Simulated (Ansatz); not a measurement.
C2H9NOSi (`C[Si](C)(N)O`) from Hartree–Fock to CCSD(T)

Z-matrix (Å, degrees):
```
C
Si 1 1.865
H 1 1.094 2 111.3
H 1 1.093 2 111.1 3 120.3
H 1 1.094 2 110.9 3 -119.5
C 2 1.865 1 111.9 3 -63.0
N 2 1.713 1 108.3 3 177.7
O 2 1.661 1 109.4 3 58.4
H 6 1.093 2 111.1 1 -57.2
H 6 1.094 2 111.3 1 63.0
H 6 1.094 2 110.9 1 -177.5
H 7 1.008 2 119.3 1 170.7
H 7 1.008 2 119.3 1 -49.2
H 8 0.958 2 117.5 1 -61.3
```

Total charge 0; spin multiplicity 1. The geometry is a stationary point of PBE0-D4/def2-TZVP. It is one conformer, not always the lowest. Frozen core, restricted reference, the Gaussian-basis code of Ansatz. CBS rows extrapolate triple and quadruple zeta; past MP2 they add the triple-zeta difference.

| basis | HF (Eh) | MP2 corr. |
| --- | --- | --- |
| def2-SVP | -499.07401 | -0.74619 |
| def2-TZVPP | -499.44023 | -0.93804 |
| def2-QZVPP | -499.46007 | -1.00562 |

Problem. Estimate the CCSD correlation energy and the (T) correction in each basis where they were run (hartree).

Solution. 
```
     basis  CCSD corr.       (T)
  def2-SVP    -0.80169  -0.01994
def2-TZVPP    -0.98294  -0.03621
 CBS(def2)    -1.10058     as TZ
```
